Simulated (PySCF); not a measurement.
A species of formula C4H12Sn has this rotational fingerprint, computed with PySCF, PBE0-D3(BJ)/def2-SVP geometry optimisation, gas phase, def2 core potentials past Kr:

- Rotational constants: A = 2415, B = 2414, C = 2410 MHz
- Dipole components: |μa| = 0.01 D, |μb| = 0.00 D, |μc| = 0.01 D
- Inertial defect: -208.99 u·Å²

Question: Which structure is it? (One computed conformer of each.)
A. SnMe4 (`[CH3][Sn]([CH3])([CH3])[CH3]`)
B. SnHMe2Et, `[H][Sn]([CH3])([CH3])[CH2]C`
C. Sn(tBu)H3, `[H][Sn]([H])([H])[C](C)(C)C`

Answer: A. It is [CH3][Sn]([CH3])([CH3])[CH3]. The candidates at the same level (rigid rotor, commonest isotopes):

| SMILES | A (MHz) | B (MHz) | C (MHz) | μa (D) | μb (D) | μc (D) | Δ (u·Å²) | point group | rotor |
| --- | --- | --- | --- | --- | --- | --- | --- | --- | --- |
| [H][Sn]([CH3])([CH3])[CH2]C | 3846 | 1917 | 1484 | 0.04 | 0.08 | 0.64 | -54.58 | C1 | asymmetric top |
| [H][Sn]([H])([H])[C](C)(C)C | 4257 | 1517 | 1517 | 0.96 | 0.00 | 0.00 | -118.70 | C3 | prolate symmetric top |
| [CH3][Sn]([CH3])([CH3])[CH3] | 2415 | 2414 | 2410 | 0.01 | 0.00 | 0.01 | -208.99 | near Td | – |

`[H][Sn]([CH3])([CH3])[CH2]C` has A 59 % too high; `[H][Sn]([H])([H])[C](C)(C)C` has A 76 % too high. No structure here is proved a minimum.
